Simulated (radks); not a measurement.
Species: Pb II. Configuration: [Xe] 4f14 5d9.75 6s2 6p1 7s0.25 (fractional occupations, a model configuration). All-electron calculation, scalar-relativistic Kohn-Sham, PBE, spin-polarised, spherical densities, point nucleus; open shells are filled with parallel spins first (spin-orbit coupling, left out, can overturn this in heavy ions). Program: a radial shooting solver on a logarithmic mesh with Libxc functionals.

Unscreened Slater integrals over Kohn-Sham orbitals (eV). They are taken over the spin-up orbitals. Empty in this configuration: 6d.

F0(7s,7s): 4.2526
F0(7s,6p): 5.1570
G1(7s,6p): 0.69348
F0(7s,6s): 5.3435
G0(7s,6s): 0.26620
F0(7s,5d): 5.5867
G2(7s,5d): 0.25859
F0(7s,6d): 4.3014
G2(7s,6d): 2.0858
F0(6p,6p): 8.3993
F2(6p,6p): 4.5362
F0(6p,6s): 9.4056
G1(6p,6s): 5.6838
F0(6p,5d): 10.415
F2(6p,5d): 3.1775
G1(6p,5d): 1.2709
G3(6p,5d): 1.0548
F0(6p,6d): 5.3763
F2(6p,6d): 2.0887
G1(6p,6d): 1.9074
G3(6p,6d): 1.1840
F0(6s,6s): 11.060
F0(6s,5d): 13.117
G2(6s,5d): 2.7982
F0(6s,6d): 5.5501
G2(6s,6d): 0.65546
F0(5d,5d): 19.020
F2(5d,5d): 9.9096
F4(5d,5d): 6.6025
F0(5d,6d): 5.7247
F2(5d,6d): 0.78873
F4(5d,6d): 0.28458
G0(5d,6d): 0.15261
G2(5d,6d): 0.18430
G4(5d,6d): 0.14823
F0(6d,6d): 4.3798
F2(6d,6d): 2.3013
F4(6d,6d): 1.5097

Derived for the open shells (J is the average intra-shell exchange parameter used in DFT+U). 5d: Racah B = F2/49 - 5 F4/441 = 0.1274 eV, C = 35 F4/441 = 0.5240 eV, C/B = 4.11, F4/F2 = 0.666, J = (F2 + F4)/14 = 1.179 eV. 6p: J = F2/5 = 0.9072 eV.
